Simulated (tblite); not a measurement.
What does the GFN2-xTB structure of `O=C1OC[C]1C1CC1` [radical] look like in three dimensions? (Doublet state.)

```xyz
15
C6H7O2 angstrom
O     -0.856    1.003   -2.168
C     -1.256    0.560   -1.126
O     -2.568    0.427   -0.679
C     -2.118   -0.141    0.562
C     -0.709   -0.003    0.084
C      0.591   -0.296    0.598
C      1.754    0.622    0.223
C      1.688   -0.728   -0.374
H     -2.406    0.478    1.417
H     -2.491   -1.159    0.700
H      0.607   -0.738    1.587
H      1.514    1.464   -0.406
H      2.477    0.824    0.999
H      2.362   -1.495   -0.025
H      1.406   -0.809   -1.412
```

Any rigid rotation of these coordinates is as good. Atoms count from 1 in this order. The 3 C–O bonds span 1.201 Å (O1=C2, drawn double in one of several resonance forms) to 1.438 Å (O3–C4, drawn single), a spread of 0.237 Å. The 6 C–C bonds span 1.428 Å (C5–C6, drawn single) to 1.529 Å (C6–C7, drawn single), a spread of 0.101 Å. The 4-membered ring C2–O3–C4–C5 has internal angles of 87.0° to 92.9° (sum 360°, against 360° for a flat polygon); it is planar, 0.00 Å rms from its mean plane, widest ring torsion 0°. C2 (carbon bonded to C and 2 O) is planar (angles 138.2°, 128.8° and 92.9°, sum 360.0°, 0.00 Å off the plane of its three neighbours).

Bonds between heavy atoms (Å): O1=C2 1.201, C2–O3 1.393, O3–C4 1.438, C4–C5 1.494, C5–C6 1.428, C6–C7 1.529, C7–C8 1.478, C2–C5 1.442, C6–C8 1.529.

Computed geometry: GFN2-xTB, gas phase. This method treats the open shell by occupation alone, without spin polarisation.

Point group: Cs (tolerance 0.08 Å). Its GFN2-xTB frequencies are all real (lowest 62 cm⁻¹). Torsions: C4–C5–C6–C7 -146°.

One conformer stands for the species.
